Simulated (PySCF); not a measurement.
Gas-phase reaction: 2 SnCl₃ + 2 HCl + SnHCl → 3 SnHCl₃

Energies from PySCF (xtb for GFN2), thermal terms from the rigid-rotor harmonic-oscillator model, ideal gas at 1 bar. † marks an energy on the PBE0/def2-TZVP geometry and frequencies; other levels use their own. Open shells (unrestricted): SnCl₃ (multiplicity 2); the rest are closed-shell singlets. GFN2 has no spin-polarisation term. Sn: scalar-relativistic def2 core potential, no spin-orbit coupling. SnCl₃, SnHCl, SnHCl₃: computed as isolated molecules; such fragments, hydroxides, amides, oligomers or adducts are transient or little studied in the gas. The harmonic model lacks anharmonicity and excited electronic states, which grow with temperature; levels with a mode under 35 cm⁻¹ are left out. Soft modes under 120 cm⁻¹ make the harmonic entropy rough for SnCl₃, SnHCl₃.

```csv
level,"ΔE electronic, kJ","ΔH°(298 K), kJ","ΔS°(298 K), J/K","ΔG°(2000 K), kJ"
GFN2-xTB,29,29,-307,595
M06-2X/def2-TZVP†,-333,-327,-313,263
PBE/def2-TZVP†,-271,-265,-313,325
PBE0/def2-TZVP,-313,-307,-313,283
LDA/def2-TZVP†,-344,-338,-313,252
ωB97M-V/def2-TZVP†,-340,-334,-313,256
```
ΔH° is lowest at LDA/def2-TZVP† and highest at GFN2-xTB. No reference value is set beside these.
